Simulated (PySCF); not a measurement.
C₃H₆BF₂N.
Z-matrix (Å and degrees, PBE0-D3(BJ)/def2-SVP geometry), rows numbered from 1:
```
N 
C   1  1.2660
C   2  1.5011  1  128.29
C   3  1.5267  2  112.69  1   126.77
B   4  1.5600  3  115.27  2   178.07
F   5  1.3211  4  122.22  3    -3.60
F   5  1.3196  4  121.29  3   176.40
H   1  1.0281  2  109.94  3    -0.09
H   2  1.1069  1  116.95  3   179.74
H   3  1.1030  2  109.42  1     3.10
H   3  1.1049  2  108.31  1  -112.25
H   4  1.1052  3  111.06  2   -59.13
H   4  1.1061  3  110.95  2    56.19
```

Level: wB97X-D/def2-SVPD in PySCF, non-relativistic, on one gas-phase PBE0-D3(BJ)/def2-SVP geometry that isn't relaxed in the solvent. The solvent is an IEF-PCM continuum (van der Waals radii × 1.2), and excitations are vertical TDDFT with non-equilibrium linear response and a frozen core. The model holds no explicit solvent molecules, cavitation or dispersion.

Gas-phase singlets (H = HOMO, L = LUMO):

| state | E (eV) | λ (nm) | f | leading configurations |
| --- | --- | --- | --- | --- |
| S1 | 5.401 | 230 | 0.003 | H→L 75%, H→L+1 12%, H→L+2 11% |
| S2 | 7.668 | 162 | 0.021 | H→L+3 38%, H→L+1 18%, H→L+2 12% |
| S3 | 8.041 | 154 | 0.014 | H→L+2 46%, H→L+1 32% |
| S4 | 8.202 | 151 | 0.038 | H→L+3 27%, H→L+4 21%, H→L+5 12% |
| S5 | 8.379 | 148 | 0.337 | H-1→L 61%, H→L+4 9%, H-1→L+1 9% |

Question: What are the lowest 5 singlets in cyclohexane (ε = 2.017)?

Answer: 
```json
{"state": "S1", "E (eV)": "5.450", "λ (nm)": "227", "f": "0.003", "leading configurations": "H→L 81%, H→L+1 10%", "change by rank (eV)": "+0.049"}
{"state": "S2", "E (eV)": "7.780", "λ (nm)": "159", "f": "0.037", "leading configurations": "H→L+3 48%, H→L+1 16%, H→L+2 11%", "change by rank (eV)": "+0.112"}
{"state": "S3", "E (eV)": "8.141", "λ (nm)": "152", "f": "0.045", "leading configurations": "H→L+2 51%, H→L+1 19%", "change by rank (eV)": "+0.100"}
{"state": "S4", "E (eV)": "8.210", "λ (nm)": "151", "f": "0.379", "leading configurations": "H-1→L 75%", "change by rank (eV)": "+0.008"}
{"state": "S5", "E (eV)": "8.366", "λ (nm)": "148", "f": "0.077", "leading configurations": "H→L+4 41%, H→L+5 18%, H→L+3 15%", "change by rank (eV)": "-0.013"}
```

Question: The ground-state energy changes by -0.126 eV from gas to cyclohexane. By how much does the total energy of gas-phase S1 change?

Answer: E(S1) = E(S0) + excitation energy, so it changes by -0.126 + 0.049 = -0.077 eV: it is lowered less than the ground state, which is what a blue shift means. This is the vertical state, with the slow part of the continuum still set for S0.

Question: How do the frontier levels move from gas to cyclohexane?

Answer: 
```json
{"orbital": "LUMO+2", "gas (eV)": "2.02", "solvent (eV)": "2.16", "change (eV)": "+0.14"}
{"orbital": "LUMO+1", "gas (eV)": "1.74", "solvent (eV)": "1.87", "change (eV)": "+0.13"}
{"orbital": "LUMO", "gas (eV)": "1.44", "solvent (eV)": "1.52", "change (eV)": "+0.08"}
{"orbital": "HOMO", "gas (eV)": "-9.65", "solvent (eV)": "-9.65", "change (eV)": "0.00"}
{"orbital": "HOMO-1", "gas (eV)": "-11.03", "solvent (eV)": "-10.97", "change (eV)": "+0.06"}
{"orbital": "HOMO-2", "gas (eV)": "-12.32", "solvent (eV)": "-12.15", "change (eV)": "+0.17"}
{"orbital": "HOMO-3", "gas (eV)": "-12.45", "solvent (eV)": "-12.26", "change (eV)": "+0.19"}
```

The HOMO–LUMO gap goes from 11.09 to 11.17 eV.

The run took 20 s on Arm Neoverse V2, one thread, shared host with 48 logical CPUs at a one-minute load of 11, and the process peaked at 0.91 GiB of memory. This is the whole response run at wB97X-D/def2-SVPD in cyclohexane, SCF included.

wB97X-D is run here without its empirical dispersion term; that term would change no orbital, density or response property at a fixed geometry.
